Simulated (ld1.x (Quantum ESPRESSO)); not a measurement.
**What one change does to a pseudopotential (palladium (Pd), TM)**

* Element: palladium (Pd)
* Generator: ld1.x (Quantum ESPRESSO) 7.5
* Type: norm-conserving Troullier–Martins (Kleinman–Bylander form)
* Functional: PBE
* Relativity: scalar-relativistic
* Frozen core: [Kr]
* Valence charge: 10
* Reference configuration: 4d10 5s0 5p0
* Partial waves: 5s (bound, empty): rc 2.65 bohr; 4d (bound): rc 1.20 bohr; 5p (bound, empty): rc 3.30 bohr
* Local potential: the p channel
* Core correction: a·sin(br)/r model core inside 0.60 bohr

Change: all radii but the core radius scaled by about 0.82 (s 2.16, p 2.70, d 0.98 bohr).

Cutoffs: the cutoffs (Ry, on a coarse ladder) from which the occupation-weighted sum of valence levels, in a spherical-Bessel basis at the reference potential, stays within 10 and 1 mRy of its value at 400 Ry; they do not see the model core or the augmentation charge, which bear on the density cutoff. Errors are all-electron minus pseudo energies relative to the spin-unpolarised reference configuration.

Problem. What does the change do?

Solution. The potential gets harder (70 Ry and 90 Ry → 160 Ry and 260 Ry); the errors of the 7 common tests hardly move; neither file shows a bound ghost. A smaller radius makes the pseudo-wave follow the all-electron one further in, where it bends more sharply, so more plane waves are needed.

| quantity | base | changed |
| --- | --- | --- |
| cutoff, loose | 70 Ry | 160 Ry |
| cutoff, tight | 90 Ry | 260 Ry |
| bound ghosts | none | none |
| error for 4d9 5s0 5p0, meV [ΔE 9.12 eV] | -112 | -109 |
| error for 4d8 5s0 5p0, meV [ΔE 29.93 eV] | -642 | -632 |
| error for 4d7 5s0 5p0, meV [ΔE 64.29 eV] | -1802 | -1784 |
| error for 4d9.5 5s0 5p0, meV [ΔE 3.23 eV] | -21 | -20 |
| error for 4d8 5s1 5p0, meV [ΔE 13.64 eV] | -474 | -485 |
| error for 4d9 5s1 5p0, meV [ΔE 1.50 eV] | -114 | -114 |
| error for 4d6 5s0 5p0, meV [ΔE 113.64 eV] | -3681 | -3662 |
